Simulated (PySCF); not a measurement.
Compound: C₄H₁₀FNSi.
Numbering: `[CH3:1][SiH2:2][N:3]1[CH2:4][CH:5]([F:6])[CH2:7]1`

NICS = −σ at a ghost point: NICS(0) at the centroid of the ring atoms, NICS(1) 1 Å to either side along the normal of their mean plane, zz for the tensor component along that normal. Level: GIAO PBE0/pcSseg-1 (PySCF, non-relativistic, gas phase) on the GFN2-xTB geometry, one conformer.

Ring bond lengths (Å), with Mayer bond orders in brackets: N3–C4 1.456 (0.94), C4–C5 1.529 (1.01), C5–C7 1.530 (1.01), C7–N3 1.458 (0.93).

What do the NICS probes read (ppm)?

```json
{"ring": "N3–C4–C5–C7", "type": "4-membered ring with N; formal bonds all single", "NICS(0)": "-0.6", "NICS(1), two faces": "1.2 / -0.7", "NICS(1)zz, two faces": "5.7 / 0.8", "rms pucker (Å)": "0.05", "centre to ring atoms, mean (Å)": "1.05"}
```

What do they say, and how far can they be read as aromaticity?

- N3–C4–C5–C7: mean NICS(1)zz 3.2 ppm, deshielded. C4, C5, C7 have four or more neighbours, and the NICS criterion for π rings isn't applied. The two faces differ by 4.9 ppm, so no symmetry operation interchanges them.

At the second NICS(1) probe listed for ring N3–C4–C5–C7, 1 Å off the ring, what do the in-plane components average?

The isotropic value is a third of the trace: (3 × -0.7 − (0.8))/2 = -1.4 ppm.

List the ring angles and the Hirshfeld charges of the ring atoms.

- N3–C4–C5–C7: N3 92.8° (-0.193 e), C4 89.4° (-0.032 e), C5 87.2° (+0.069 e), C7 89.3° (-0.032 e); sum 358.8° against 360° for a flat convex ring.

How shielded are the nuclei of the rings and their hydrogens (means over atoms taken as equivalent)?

| atoms | environment | σ isotropic (ppm) |
| --- | --- | --- |
| N3 | silicon-bound nitrogen | 263.9 |
| C4 (×2) | sp3 carbon bound to nitrogen | 127.7 |
| C5 | sp3 C–F carbon | 99.1 |
| H on C4 (×2) | methylene hydrogen | 27.83 |
| H on C4 (×2) | methylene hydrogen | 27.67 |
| H on C5 | methine hydrogen | 26.26 |

Shape of the structure used: `[CH3:1][SiH2:2][N:3]1[CH2:4][CH:5]([F:6])[CH2:7]1`: C1–Si2–N3–C4 175°.
